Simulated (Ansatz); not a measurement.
Reaction (formal exchange of groups at a Ge–Si bond): `C[S][GeH2][SiH3]` + `C=CCO` → `C[S][GeH2][OH]` + `C=CC[SiH3]`

Gas-phase electronic energies from Ansatz, PBE0-D4/def2-TZVP geometries. CBS: MP2 limit from def2 TZ/QZ plus the TZ coupled-cluster correction, frozen cores. DFT in def2-TZVPP. For Ge outer-core shells are correlated without core-valence functions, which leaves a few kJ/mol of doubt a bond. Scalar relativity is left out up to krypton. One conformer a species, not always the lowest.

**Question.** Is it downhill or uphill in electronic energy at CCSD(T)/CBS, and by how much? (An estimate is asked.)

**Answer.** Computed: Downhill: ΔE = -22.0 kcal/mol.

**Question.** What do these levels give: r2SCAN-D4, B2PLYP, PBE0, HF/def2-TZVPP, CCSD/def2-TZVPP, CCSD(T)/def2-TZVPP, HF/def2-QZVPP, MP2/def2-QZVPP, SCS-MP2/def2-QZVPP, HF/CBS(def2), MP2/CBS(def2), CCSD/CBS(def2)? (An estimate is asked.)

**Answer.** The calculation gave: r2SCAN-D4 -21.5, B2PLYP -22.6, PBE0 -19.3, HF/def2-TZVPP -22.9, CCSD/def2-TZVPP -22.1, CCSD(T)/def2-TZVPP -22.1, HF/def2-QZVPP -23.2, MP2/def2-QZVPP -25.0, SCS-MP2/def2-QZVPP -24.6, HF/CBS(def2) -23.3, MP2/CBS(def2) -24.9, CCSD/CBS(def2) -22.0 kcal/mol.

Largest T1 diagnostic among the species: 0.011.
